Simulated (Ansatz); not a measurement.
Conformational energy of SMILES CC(C)(C)CC=C (C7H14), singlet. Scanned: dihedral C1–C2–C3–C4; all other coordinates were relaxed at B3LYP-D3(BJ)/def2-SVP. Points at φ and −φ are mirror images.

Geometry of the scan point at -135° (Å):
```
21

C     -2.8931    -0.2416     0.4976
C     -1.8314    -0.5677    -0.2449
C     -0.7111     0.3644    -0.6083
C     -0.2512     0.3285    -2.0898
C      0.8642     1.3702    -2.2693
C     -1.4309     0.6776    -3.0107
C      0.2992    -1.0599    -2.4560
H     -3.0399     0.7788     0.8681
H     -3.6572    -0.9781     0.7607
H     -1.7304    -1.6068    -0.5807
H     -0.9947     1.3967    -0.3413
H      0.1680     0.1145     0.0168
H      1.2251     1.3872    -3.3104
H      0.5067     2.3825    -2.0200
H      1.7252     1.1474    -1.6178
H     -2.2527    -0.0470    -2.9006
H     -1.8348     1.6757    -2.7745
H     -1.1182     0.6806    -4.0675
H      1.1245    -1.3507    -1.7853
H     -0.4757    -1.8396    -2.3982
H      0.6883    -1.0613    -3.4869
```

Level of theory: CCSD(T) on RHF/cc-pVDZ, frozen core // B3LYP-D3(BJ)/def2-SVP (Ansatz, a quantum-chemistry and plane-wave program).

Scanned values (°): -165, -135, -105, -75, -45, -15, 15, 45, 75, 105, 135, 165.

### Question
At which scan points does the profile have its minima and maxima, and how high do they lie?

### Answer
Lower than their neighbours: -105° (0.000 eV), 105° (0.000 eV). Higher than their neighbours: -45° (0.197 eV), 45° (0.197 eV). The whole profile spans 0.197 eV.
